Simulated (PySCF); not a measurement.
This PySCF input asks for the NMR shieldings of `BNCC=C`, C₃H₈BN; the geometry comes from GFN2-xTB.

```python
import basis_set_exchange as bse
import numpy as np
from pyscf import gto, dft
from pyscf.prop import nmr

atoms = """
B     2.016171    0.015141    0.621337
N     0.839688   -0.607451    0.272492
C     0.035689   -0.383700   -0.904873
C    -1.328445    0.179023   -0.612013
C    -1.713863    0.657262    0.555579
H     2.530534   -0.279974    1.632110
H     2.475601    0.814681   -0.101954
H     0.415153   -1.291361    0.883519
H     0.569152    0.313531   -1.558971
H    -0.088890   -1.326180   -1.458888
H    -2.003051    0.175516   -1.458258
H    -2.703105    1.052241    0.708922
H    -1.049022    0.681756    1.403269
"""
names = dict.fromkeys(["B", "N", "C", "H"], "pcSseg-1")
basis = {el: gto.basis.parse(bse.get_basis(n, elements=[el], fmt="nwchem")) for el, n in names.items()}
mol = gto.M(atom=atoms, basis=basis, charge=0, verbose=0)
mf = dft.RKS(mol, xc="PBE0")
mf.grids.level = 2
mf.grids.alignment = dft.numint.BLKSIZE   # the property module wants whole blocks of grid points
mf.conv_tol = 1e-9
mf.kernel()

calc = nmr.RKS(mf)   # GIAO
C = mf.mo_coeff
Co = C[:, mf.mo_occ > 0]
resp = mf.gen_response(singlet=True, hermi=2)
def vind(x):   # induced exchange potential for any number of trial vectors
    d = np.einsum("pi,xij,qj->xpq", C, 2 * x.reshape(-1, C.shape[1], Co.shape[1]), Co, optimize=True)
    return np.einsum("xpq,pi,qj->xij", resp(d - d.transpose(0, 2, 1)), C, Co, optimize=True).ravel()
mo1, _ = nmr.rhf.solve_mo1(calc, with_cphf=vind)
sigma = calc.kernel(mo1)
for i, s in enumerate(sigma):   # ppm
    w = np.linalg.eigvalsh((s + s.T) / 2)
    print("%2d %-2s iso %8.1f  s11 %8.1f  s22 %8.1f  s33 %8.1f" % (i, mol.atom_pure_symbol(i), w.mean(), *w))
```

Q: What does it print?

A: 
```
 0 B  iso     63.9  s11     29.0  s22     44.3  s33    118.3
 1 N  iso    121.8  s11      4.3  s22    152.2  s33    208.8
 2 C  iso    129.7  s11    114.9  s22    118.9  s33    155.2
 3 C  iso     39.9  s11    -81.1  s22     47.1  s33    153.7
 4 C  iso     67.2  s11    -48.9  s22     71.7  s33    178.8
 5 H  iso     27.0  s11     24.9  s22     27.2  s33     28.9
 6 H  iso     27.0  s11     24.5  s22     27.4  s33     29.3
 7 H  iso     27.1  s11     22.4  s22     27.3  s33     31.6
 8 H  iso     27.7  s11     24.1  s22     27.4  s33     31.5
 9 H  iso     27.6  s11     22.8  s22     27.1  s33     32.9
10 H  iso     25.4  s11     24.3  s22     24.5  s33     27.4
11 H  iso     26.1  s11     23.6  s22     25.5  s33     29.2
12 H  iso     26.0  s11     23.0  s22     24.7  s33     30.2
```

These numbers come from an equivalent density-fitted implementation of the same equations, which agrees with the script to about 0.01 ppm for H and up to a few tenths of a ppm for heavy atoms, so last digits may differ.

Size and cost of the density-fitted run: 125 basis functions, 8.4 s wall time on 1 thread of an Intel Xeon 6975P-C, shared host; peak memory 0.54 GiB.
